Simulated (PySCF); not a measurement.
## From computed data to an observable: chemical shift, span and skew from a shielding tensor

C2H4F2OSi, SMILES O=C[Si@H](CF)F. Atoms are numbered in the order given.

```xyz
10

O      1.8073     0.3808    -1.6707
C      1.7870     0.0810    -0.4954
Si     0.1131    -0.4907     0.2635
F      0.2412    -0.4748     1.8894
C     -1.1881     0.7412    -0.3338
F     -2.4683     0.2516    -0.1186
H      2.7262     0.1393     0.1235
H     -0.2082    -1.8726    -0.1706
H     -1.0320     0.9171    -1.4144
H     -1.0769     1.7150     0.1776
```
Charge 0, spin multiplicity 1.

Geometry: B3LYP-D3(BJ)/def2-SVP. The structure was generated by enumeration; whether it is a known compound was not checked. The values are those of a single conformer.

GIAO shieldings from PySCF with PBE/pcSseg-1, non-relativistic, no solvent. The symmetric part of the tensor of Si3 has the principal values 259.1, 363.7, 435.6 ppm. The same nucleus in TMS has σ = 335.4 ppm at this level (PySCF, at its B3LYP-D3(BJ)/def2-TZVP geometry).

**Question.** Work out the isotropic shielding, the ²⁹Si shift against TMS, the span and the skew.

**Answer.** 
σ(iso) = (σ11 + σ22 + σ33)/3 = 352.8 ppm. δ = σ(ref) − σ(iso) = 335.4 − (352.8) = -17.4 ppm.
Span Ω = σ33 − σ11 = 176.5 ppm. Skew κ = 3(σ(iso) − σ22)/Ω = -0.19. Tumbling in solution averages the tensor to δ; in a static solid the shielding alone would spread this spin-1/2 line over Ω.
